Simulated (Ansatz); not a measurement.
Ansatz (a program for electronic structure) input (r2SCAN/def2-TZVP):

Ansatz 0.2 input:
```yaml
crystal:
  periodic: [false, false, false]
  atoms:
    - {symbol: Nb, position_ang: [-0.00000000, -0.00000000, -0.33977261]}
    - {symbol: F, position_ang: [0.00000000, 0.00000000, 1.54785298]}
basis:
  gaussian:
    orbitals: def2-TZVP
hamiltonian:
  xc: {name: r2SCAN}
magnetization: {spin_polarized: true, initial_magnetization: 4}
relax: {f_tol: 0.003, max_steps: 100}
```

Output:

```
Functional definition: r2SCAN
integrals: 0.02 GiB planned
474 factors; their error is unknown
mean field: 0.21 GiB planned
mean field evaluation 1: about -4263.8207 eV, gradient 2.7e1 eV
mean field evaluation 2: about -4252.6578 eV, gradient 6.5e1 eV
mean field evaluation 4: about -4266.7607 eV, gradient 3.7e0 eV
mean field evaluation 8: about -4266.8293 eV, gradient 1.4e-1 eV
mean field evaluation 16: about -4266.8258 eV, gradient 6.8e-5 eV
mean field evaluation 32: about -4266.8258 eV, gradient 4.5e-6 eV
mean field evaluation 64: about -4266.6814 eV, gradient 4.9e0 eV
mean field evaluation 96: about -4265.3223 eV, gradient 6.9e0 eV
mean field -4266.82576291 eV, -156.8029546285 hartree, gradient 1.4e-5 eV, S^2 6.008490; 16 other end points of the search recorded, 0 dependent functions left out
the calculation of the forces begins
reference -4266.82578863 eV, -156.8029555737 hartree; 13, 9 occupied and 58, 62 virtual orbitals, 474 factors
relax step   1: F+E_penalty+E_count = -4266.82576291 eV  Δ(F+E_penalty+E_count) = +0.000e0 eV  max|allowed force component| = 2.572e-1 eV/Å  Δτ_max = 0.0000 Å  (352 SCF iters, accepted)
these checks for a lower state are left out or cut short: starts, cluster_reference, orbital_swaps, neighbouring_geometries, increment
integrals: 0.02 GiB planned
474 factors; their error is unknown
mean field: 0.21 GiB planned
mean field -4266.82705701 eV, -156.8030021858 hartree, gradient 2.1e-5 eV, S^2 6.008379; 0 other end points of the search recorded, 0 dependent functions left out
the calculation of the forces begins
reference -4266.82708275 eV, -156.8030031318 hartree; 13, 9 occupied and 58, 62 virtual orbitals, 474 factors
relax step   2: F+E_penalty+E_count = -4266.82705701 eV  Δ(F+E_penalty+E_count) = -1.294e-3 eV  max|allowed force component| = 5.952e-2 eV/Å  Δτ_max = 0.0041 Å  (40 SCF iters, accepted)
these checks for a lower state are left out or cut short: starts, cluster_reference, orbital_swaps, neighbouring_geometries, increment
integrals: 0.02 GiB planned
474 factors; their error is unknown
mean field: 0.21 GiB planned
mean field evaluation 128: about -4266.8298 eV, gradient 1.9e-1 eV
mean field -4266.82712807 eV, -156.8030047974 hartree, gradient 2.1e-5 eV, S^2 6.008347; 0 other end points of the search recorded, 0 dependent functions left out
the calculation of the forces begins
reference -4266.82715382 eV, -156.8030057437 hartree; 13, 9 occupied and 58, 62 virtual orbitals, 474 factors
relax step   3: F+E_penalty+E_count = -4266.82712807 eV  Δ(F+E_penalty+E_count) = -7.107e-5 eV  max|allowed force component| = 7.323e-4 eV/Å  Δτ_max = 0.0012 Å  (42 SCF iters, accepted)
integrals: 0.02 GiB planned
474 factors; their error is unknown
mean field: 0.21 GiB planned
mean field evaluation 160: about -4266.8196 eV, gradient 6.4e-1 eV
mean field evaluation 192: about -4266.3944 eV, gradient 6.8e-1 eV
mean field evaluation 224: about -4266.6739 eV, gradient 4.4e0 eV
mean field -4266.82712807 eV, -156.8030047974 hartree, gradient 2.3e-5 eV, S^2 6.008347; 17 other end points of the search recorded, 0 dependent functions left out
the calculation of the forces begins
reference -4266.82715382 eV, -156.8030057437 hartree; 13, 9 occupied and 58, 62 virtual orbitals, 474 factors
Total energy: -4266.82715382 eV, -156.8030057437 hartree
Atom 0 at     0.000000    -0.000000    -0.334498 Å, force    -0.000000     0.000000    -0.000732 eV/Å
Atom 1 at    -0.000000     0.000000     1.542578 Å, force    -0.000000    -0.000000     0.000732 eV/Å
Dipole moment:     0.000000    -0.000000    -0.584426 e Å
```

The spin state was set by rule; other spins were not relaxed.
